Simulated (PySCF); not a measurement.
PySCF input file for C6H7, SMILES C1=C[C]=CCC1, multiplicity 2, PBE/pcH-1. The structure is a stationary point at PBE-D3(BJ)/def2-SVP. The isomer is the one that the SMILES or the coordinates give; other isomers of the formula were not compared. One conformer was computed; it need not be the lowest.

```python
import numpy as np
from pyscf import gto, scf, dft
from pyscf.prop.hfc import uks as hfc

mol = gto.M(
    atom='''
    C     0.61531552   -1.24232849    0.44264142
    C    -0.71934156   -1.25194015    0.37232428
    C    -1.36029837   -0.04865849   -0.32318267
    C    -0.54277698    1.23106825   -0.07072153
    C     0.94347279    1.02270442   -0.25174853
    C     1.50211641   -0.19371195    0.00717305
    H    -1.35024314   -2.07654536    0.74382021
    H    -1.41421945   -0.25656330   -1.41899504
    H    -2.40620923    0.08865675    0.01911389
    H    -0.90506870    2.05056672   -0.72429080
    H    -0.71543509    1.58136433    0.97728324
    H     1.57607960    1.87608944   -0.54849106
    H     2.58416925   -0.36637022   -0.10735644
    ''',
    basis='pcH-1',
    charge=0,
    spin=1,
    max_memory=1600,
    verbose=3,
)
mf = dft.UKS(mol, xc='pbe').density_fit(auxbasis='def2-universal-jkfit')
mf.grids.level = 3
mf.conv_tol = 1e-10
mf.max_cycle = 100
mf.kernel()
fine, coarse = mf.grids, dft.Grids(mol).set(level=1).build(with_non0tab=True)
for _ in range(3):  # follow internal instabilities
    mf.grids = coarse
    mo, _, stable, _ = mf.stability(return_status=True, nroots=4)
    mf.grids = fine
    if stable:
        break
    mf.kernel(mf.make_rdm1(mo, mf.mo_occ))
A = hfc.HFC(mf).make_fcdip(mf.make_rdm1())  # Fermi contact and dipolar terms, MHz
print('atom   A(iso)/MHz   principal dipolar parts/MHz')
for i, a in enumerate(A):
    w = np.linalg.eigvalsh((a + a.T) / 2)
    print(f'{mol.atom_symbol(i):2s}{i + 1:3d} {w.mean():12.2f}', (w - w.mean()).round(2))
```

It prints:

```

WARN: HOMO -0.223217023233703 >= LUMO -0.223217023233701

converged SCF energy = -232.435012855828  <S^2> = 0.76068083  2S+1 = 2.0106525
<class 'pyscf.df.df_jk.DFUKS'> wavefunction is stable in the internal stability analysis
atom   A(iso)/MHz   principal dipolar parts/MHz
C   1       356.59 [-76.31 -56.65 132.96]
C   2         5.26 [-22.07   2.78  19.29]
C   3        44.37 [-8.2  -7.05 15.25]
C   4        -5.64 [-0.7  -0.48  1.18]
C   5        41.24 [-8.86 -3.49 12.36]
C   6        14.92 [-12.11  -2.86  14.97]
H   7        68.52 [-6.34 -4.96 11.31]
H   8       -14.59 [-3.91 -1.28  5.19]
H   9         4.78 [-4.22 -1.08  5.3 ]
H  10         1.94 [-1.68 -0.76  2.44]
H  11         6.67 [-1.91 -1.45  3.36]
H  12        14.21 [-4.09 -2.22  6.32]
H  13        35.02 [-6.51 -4.64 11.16]
```

Self-consistency was reached.

Cost: roughly 6 core-minutes.
